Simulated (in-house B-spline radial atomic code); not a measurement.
Ionising Al⁺ with different functionals

Computed with a B-spline radial code for spherical atoms: non-relativistic Hamiltonian, point nucleus, spin-polarised at highest spin, spherical fractional occupations for the functionals, the average over the highest-spin determinants for Hartree-Fock. The ionisation energy is the difference of two self-consistent energies, [Ne] 3s2 → [Ne] 3s1, without Breit or QED terms; ε is the level of the shell that loses the electron (its least bound occupied spin orbital).

```json
{"method": "Hartree-Fock", "rung": "Hartree-Fock", "ΔSCF (eV)": "17.52", "-ε(3s) (eV)": "17.75"}
{"method": "HF fractional", "rung": "Hartree-Fock", "ΔSCF (eV)": "?", "-ε(3s) (eV)": "?"}
{"method": "LDA VWN5", "rung": "LDA", "ΔSCF (eV)": "18.89", "-ε(3s) (eV)": "14.89"}
{"method": "LDA PW92", "rung": "LDA", "ΔSCF (eV)": "18.90", "-ε(3s) (eV)": "14.89"}
{"method": "LDA exchange-only", "rung": "LDA", "ΔSCF (eV)": "17.44", "-ε(3s) (eV)": "13.76"}
{"method": "PBE", "rung": "GGA", "ΔSCF (eV)": "18.76", "-ε(3s) (eV)": "14.78"}
{"method": "PBEsol", "rung": "GGA", "ΔSCF (eV)": "18.64", "-ε(3s) (eV)": "14.75"}
{"method": "BLYP", "rung": "GGA", "ΔSCF (eV)": "18.82", "-ε(3s) (eV)": "14.69"}
{"method": "RPBE", "rung": "GGA", "ΔSCF (eV)": "18.74", "-ε(3s) (eV)": "14.74"}
{"method": "PW91", "rung": "GGA", "ΔSCF (eV)": "18.81", "-ε(3s) (eV)": "14.84"}
{"method": "BP86", "rung": "GGA", "ΔSCF (eV)": "18.85", "-ε(3s) (eV)": "14.92"}
{"method": "AM05", "rung": "GGA", "ΔSCF (eV)": "18.57", "-ε(3s) (eV)": "14.71"}
{"method": "OLYP", "rung": "GGA", "ΔSCF (eV)": "18.63", "-ε(3s) (eV)": "14.56"}
{"method": "TPSS", "rung": "meta-GGA", "ΔSCF (eV)": "18.63", "-ε(3s) (eV)": "14.85"}
{"method": "SCAN", "rung": "meta-GGA", "ΔSCF (eV)": "18.42", "-ε(3s) (eV)": "14.95"}
{"method": "r2SCAN", "rung": "meta-GGA", "ΔSCF (eV)": "18.38", "-ε(3s) (eV)": "14.94"}
{"method": "M06-L", "rung": "meta-GGA", "ΔSCF (eV)": "18.70", "-ε(3s) (eV)": "14.83"}
{"method": "revTPSS", "rung": "meta-GGA", "ΔSCF (eV)": "18.61", "-ε(3s) (eV)": "14.90"}
{"method": "PBE0", "rung": "global hybrid", "ΔSCF (eV)": "18.65", "-ε(3s) (eV)": "15.74"}
{"method": "B3LYP", "rung": "global hybrid", "ΔSCF (eV)": "18.91", "-ε(3s) (eV)": "15.61"}
{"method": "TPSSh", "rung": "global hybrid", "ΔSCF (eV)": "18.61", "-ε(3s) (eV)": "15.22"}
{"method": "M06-2X", "rung": "global hybrid", "ΔSCF (eV)": "19.00", "-ε(3s) (eV)": "16.81"}
{"method": "BHandHLYP", "rung": "global hybrid", "ΔSCF (eV)": "?", "-ε(3s) (eV)": "?"}
{"method": "r2SCAN0", "rung": "global hybrid", "ΔSCF (eV)": "18.41", "-ε(3s) (eV)": "15.82"}
{"method": "B97-1", "rung": "global hybrid", "ΔSCF (eV)": "18.88", "-ε(3s) (eV)": "15.51"}
{"method": "HSE06", "rung": "range-separated hybrid", "ΔSCF (eV)": "18.66", "-ε(3s) (eV)": "15.35"}
{"method": "wB97X", "rung": "range-separated hybrid", "ΔSCF (eV)": "18.65", "-ε(3s) (eV)": "18.01"}
{"method": "CAM-B3LYP", "rung": "range-separated hybrid", "ΔSCF (eV)": "18.90", "-ε(3s) (eV)": "17.07"}
{"method": "LC-wPBE", "rung": "range-separated hybrid", "ΔSCF (eV)": "18.60", "-ε(3s) (eV)": "18.31"}
```

Task: What does BHandHLYP give?

Result: ΔSCF 18.69 eV, and -ε(3s) = 16.59 eV.

Task: What does HF fractional give?

Result: ΔSCF 17.52 eV, and -ε(3s) = 17.75 eV.

Task: Among the functionals, which spreads more, the ΔSCF values or the orbital energies?

Result: The orbital energies: ΔSCF values span about 1.56 eV and the orbital energies 4.56 eV.

Task: How do they compare with the NIST value?

Result: NIST lists 18.829 eV (measured, ground level to ground level). Errors run from -1.39 to +0.17 eV; BLYP is closest (-0.01 eV), but part of that can be cancellation, since the calculations leave out relativity, Breit-QED terms, the near-degeneracy of s² and p². Hartree-Fock also lacks correlation.
